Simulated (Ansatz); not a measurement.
Two members of one family ((LiCl)n off), computed with Ansatz in the gas phase. The two geometries come from different levels. HOMO and LUMO are taken over both spins. The spins of the ions were chosen, not always searched. A dash marks a value that wasn't run or was left out as unsound. The structures are stationary points that may keep the symmetry of their start. Remarks come from the PBE and PBE0 runs and from stability tests at other levels; not every state was tested. HOMO above LUMO (over both spins in singlets and doublets, within one spin in higher multiplets; at PBE or PBE0), or a gap under 0.15 eV within one spin, warns that the state may not be the lowest or that an electron is smeared out.

First: Li2Cl2⁺ (doublet, charge 1, PBE-D4/def2-TZVP geometry; reduced ion singlet).

```csv
atom,x (Å),y (Å),z (Å)
Li1,-1.1080,-0.0163,-1.5297
Li2,1.1101,0.0206,1.5281
Cl3,-0.9092,0.7451,0.6478
Cl4,0.9071,-0.7495,-0.6462
```

```
              level  HOMO (eV)  LUMO (eV)  gap (eV)  vertical EA (eV)
    PBE-D4/def2-SVP     -11.76     -10.70      1.07                 –
   PBE-D4/def2-TZVP     -11.84     -10.76      1.08              7.34
r2SCAN-D4/def2-TZVP     -12.26     -10.62      1.64              7.42
 B3LYP-D4/def2-TZVP     -13.01     -10.09      2.92                 –
   PBE0-D4/def2-SVP     -13.28      -9.83      3.46                 –
```

Second: Li3Cl3⁺ (doublet, charge 1, PBE0-D4/def2-SVP geometry; reduced ion singlet).

```
atom   x (Å)   y (Å)   z (Å)
 Li1   0.457   1.104  -2.699
 Li2  -1.878  -0.416   0.902
 Li3   1.481  -0.543   1.417
 Cl4  -0.399  -0.977   2.346
 Cl5  -1.147   0.464  -1.185
 Cl6   1.486   0.368  -0.782
```

Estimate the same table for the second.


| level | HOMO (eV) | LUMO (eV) | gap (eV) | vertical EA (eV) |
| --- | --- | --- | --- | --- |
| PBE-D4/def2-SVP | -10.33 | -10.33 | – | – |
| PBE-D4/def2-TZVP | -10.47 | -10.47 | – | 7.26 |
| r2SCAN-D4/def2-TZVP | -10.71 | -10.40 | 0.31 | 7.34 |
| B3LYP-D4/def2-TZVP | -11.49 | -9.86 | 1.63 | – |
| PBE0-D4/def2-SVP | -11.60 | -9.56 | 2.04 | – |

Remarks: near-degenerate levels, gap within one spin near zero.
